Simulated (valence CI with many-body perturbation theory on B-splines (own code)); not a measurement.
## Level structure of Ho²⁵⁺

Level of theory: valence CI with perturbative core correlation (CI+MBPT): six valence electrons over a frozen Dirac-Fock core [Kr], a basis of 7 s, 7 p, 8 d, 6 f, 4 g, 1 h functions for each j, with the one-electron correlation potential Σ1 (screened to all orders), the two-electron term Σ2, the three-electron term Σ3, Breit, model QED; selected single and double excitations, second order for the rest, scaled by the run's own slope (own B-spline code, finite nucleus).

No measured spectrum was set against this ion. As an estimate, terms of the open shell hold to 2 to 4 % of their energy, and close levels can change places. Core correlation moves these levels by up to 6600 cm⁻¹, and in measured spectra 5 to 20 % of such shifts remained as error; rates that hang on mixing are uncertain with them. Among the levels kept, up to 800 cm⁻¹ of a level comes from second order outside the variational space, and about a tenth of that is noise between levels of different J, which matters for small intervals. Only levels of the ground parity were solved; by the run's estimate the other parity begins above the list, which can be wrong where configurations are misplaced.

Levels 1 to 34 of 34, with energies above the lowest level, (4d3/2^4 4d5/2^2) J=4. "Leading %" is the weight of the configuration and term that name the level; weights of strongly mixed levels are sums over their largest components and can fall short. In the jj column 3d3/2^4 stands for four electrons in 3d with j = 3/2. Lifetimes count E1, E2, E3, M1 and M2 decay at the calculated energies, and are blank where another channel may lead or the interval is too uncertain; long ones can be off by a factor of two.

```csv
No.,Configuration,Term,J,E (eV),Leading %,g,Lifetime,Leading jj
1,4d⁶,⁵D,4,0.000,49,1.328,,4d3/2^4 4d5/2^2 (87 %)
2,4d⁶,³P,2,2.201,41,1.339,525 s,4d3/2^4 4d5/2^2 (89 %)
3,4d⁶,³P,0,6.238,40,,8.26 s,4d3/2^4 4d5/2^2 (69 %)
4,4d⁶,⁵D,3,7.170,76,1.413,179 μs,4d3/2^3 4d5/2^3 (90 %)
5,4d⁶,⁵D,1,8.578,61,1.377,185 μs,4d3/2^3 4d5/2^3 (90 %)
6,4d⁶,⁵D,4,8.646,34,1.136,149 μs,4d3/2^3 4d5/2^3 (86 %)
7,4d⁶,³G,5,10.981,57,1.127,679 μs,4d3/2^3 4d5/2^3 (99 %)
8,4d⁶,³H,6,11.164,72,1.118,11.0 s,4d3/2^3 4d5/2^3 (97 %)
9,4d⁶,³F,2,12.633,51,0.933,185 μs,4d3/2^3 4d5/2^3 (87 %)
10,4d⁶,³G,3,12.992,31,1.034,199 μs,4d3/2^3 4d5/2^3 (93 %)
11,4d⁶,⁵D,2,15.577,40,1.239,115 μs,4d3/2^2 4d5/2^4 (49 %)
12,4d⁶,³P,0,16.234,85,,384 μs,4d3/2^3 4d5/2^3 (61 %)
13,4d⁶,³D,1,16.346,48,1.007,228 μs,4d3/2^3 4d5/2^3 (86 %)
14,4d⁶,³G,4,16.601,41,1.026,950 μs,4d3/2^3 4d5/2^3 (81 %)
15,4d⁶,³P,2,17.688,41,1.334,87.3 μs,4d3/2^2 4d5/2^4 (62 %)
16,4d⁶,³F,3,17.850,51,1.094,255 μs,4d3/2^3 4d5/2^3 (95 %)
17,4d⁶,¹S,0,18.415,50,,51.8 μs,4d3/2^2 4d5/2^4 (80 %)
18,4d⁶,³F,4,19.261,43,1.097,62.8 μs,4d3/2^2 4d5/2^4 (93 %)
19,4d⁶,³D,3,20.413,30,1.185,73.6 μs,4d3/2^2 4d5/2^4 (79 %)
20,4d⁶,³H,5,20.420,57,1.101,128 μs,4d3/2^2 4d5/2^4 (99 %)
21,4d⁶,¹I,6,21.811,72,1.043,175 μs,4d3/2^2 4d5/2^4 (97 %)
22,4d⁶,³G,3,21.941,48,0.943,110 μs,4d3/2^2 4d5/2^4 (95 %)
23,4d⁶,³P,1,23.398,59,1.108,94.1 μs,4d3/2^2 4d5/2^4 (84 %)
24,4d⁶,¹G,4,24.199,58,1.056,117 μs,4d3/2^2 4d5/2^4 (85 %)
25,4d⁶,¹D,2,24.223,37,1.053,95.1 μs,4d3/2^2 4d5/2^4 (85 %)
26,4d⁶,³F,2,27.536,75,0.823,60.6 μs,4d3/2^2 4d5/2^4 (93 %)
27,4d⁶,³F,4,28.383,66,1.167,78.0 μs,4d3/2^2 4d5/2^4 (86 %)
28,4d⁶,³P,1,28.742,71,1.499,24.6 μs,4d3/2 4d5/2^5 (92 %)
29,4d⁶,¹G,4,33.176,55,1.023,36.6 μs,4d3/2 4d5/2^5 (81 %)
30,4d⁶,¹D,2,34.160,45,1.179,61.8 μs,4d3/2^2 4d5/2^4 (56 %)
31,4d⁶,¹D,2,34.594,66,1.081,46.0 μs,4d3/2 4d5/2^5 (47 %)
32,4d⁶,³F,3,34.812,44,1.066,44.8 μs,4d3/2 4d5/2^5 (91 %)
33,4d⁶,¹S,0,36.794,53,,39.8 μs,4d3/2^2 4d5/2^4 (49 %)
34,4d⁶,¹S,0,44.821,64,,19.0 μs,4d5/2^6 (53 %)
```

Where two levels of one J and parity lie close, their mixing, g and order are uncertain.

The ionisation energy to 4d⁵ ⁶S5/2 of the next ion comes out as 886.15 eV (NIST: 885 ± 4 eV (theoretical)). All 34 levels together are meant to be complete up to 46.506 eV.
